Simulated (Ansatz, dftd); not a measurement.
Reaction: C2H6Be (SMILES [CH3][Be][CH3]) → C2H6Be (parent SMILES [CH3][Be][CH3], triplet)
Each species at its own B3LYP-D3(BJ)/def2-TZVP minimum (Ansatz, an electronic-structure program).

Wanted: adiabatic triplet-singlet gap (electronic), in kcal/mol. UHF or UKS for unpaired electrons; spin-orbit terms are left out. Correlated methods leave the cores frozen. No relativity. CBS(X,Y): correlation extrapolated as X^-3, Hartree-Fock from the larger set. A bracket is a step between two methods taken in the basis named. The UHF reference of C2H6Be (parent SMILES [CH3][Be][CH3], triplet) is spin-contaminated (<S^2> up to 0.03 over the pure value in the sets run). The spin of C2H6Be (parent SMILES [CH3][Be][CH3], triplet) was assumed, and the state is the lowest solution found for it.

Compared with CCSD(T)/CBS(def2-TZVPP,def2-QZVPP) + [CCSDT(Q) - CCSD(T)]/def2-SVP (Ansatz): 94.5 kcal/mol.

Costs are rough ratios of core time, to one figure, on one kind of shared machine, summed over the single points of the molecules; atoms, geometries and frequencies are left out. The first row took roughly 9 core seconds; short runs hold start-up time.

```csv
level,program,cost relative to the first row,difference (kcal/mol)
B3LYP/def2-TZVPD,Ansatz,1,-4.1
r2SCAN-D3(BJ)/def2-TZVPD,Ansatz + dftd3,1,-10.7
wB97X-V/def2-TZVPD,Ansatz,2,0.2
wB97M-V/def2-TZVPD,Ansatz,3,3.6
CCSD(T)/def2-TZVPP,Ansatz,10,-2.4
CCSDT(Q)/def2-SVP,Ansatz,100,-3.5
```

The dearest row costs roughly 100 times the first. Costs within a factor of two don't rank. The table holds for this case alone.
